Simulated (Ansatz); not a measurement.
Geometry optimisation, UKS PBE-D4/def2-SVP in Ansatz 0.2.0.

Input file:

```yaml
crystal:
  periodic: [false, false, false]
  atoms:
    - { symbol: O, position_ang: [-0.778, -0.9891, -0.4955] }
    - { symbol: Ga, position_ang: [0.6292, 0.3169, -0.048] }
    - { symbol: F, position_ang: [0.0186, 1.7605, -0.7455] }
    - { symbol: H, position_ang: [-1.2646, -0.8085, 0.3273] }
    - { symbol: H, position_ang: [-0.44429, -1.63606, -1.16646] }
magnetization:
  spin_polarized: true
basis:
  gaussian: { orbitals: def2-SVP }
hamiltonian:
  xc: pbe
  dispersion: d4
relax:
  f_tol: 0.02
  max_steps: 50
```

Command:

```bash
$ ansatz run input.yaml --threads 2 --pin off --max-ram 3072MiB --backend cpu --events-out ev --progress --plain --runs-dir out
```

Q: Where does it end, and by what steps?

A: It converged. After 14 steps the energy has fallen by 1.794 eV; H4 moved furthest, 0.89 Å. Parted: O1–Ga2 (1.97 → 2.40 Å).

```tsv
step	energy less start (eV)	largest force component (eV/Å)	accepted
0	0.0000	3.279	yes
1	-0.7314	1.513	yes
2	-1.2260	1.393	yes
3	-1.4948	0.417	yes
4	-1.4854	2.395	no
5	-1.5558	0.357	yes
6	-1.6047	0.252	yes
7	-1.6222	0.936	yes
8	-1.6764	0.684	yes
9	-1.7336	0.596	yes
10	-1.7527	1.195	yes
11	-1.7822	0.554	yes
12	-1.7930	0.072	yes
13	-1.7934	0.037	yes
14	-1.7935	0.011	yes
```

```xyz
5
Properties=species:S:1:pos:R:3
O -0.647 -1.176 -0.195
Ga 1.097 0.467 -0.061
F -0.517 1.330 -0.441
H -1.104 -0.311 -0.393
H -0.669 -1.666 -1.039
```

Whether the end is a true minimum wasn't checked by a vibrational analysis.

Time of the run: 14 s on 2 threads of Intel(R) Xeon(R) Platinum 8488C (Sapphire Rapids), with other jobs on the host, peak memory 0.17 GiB.
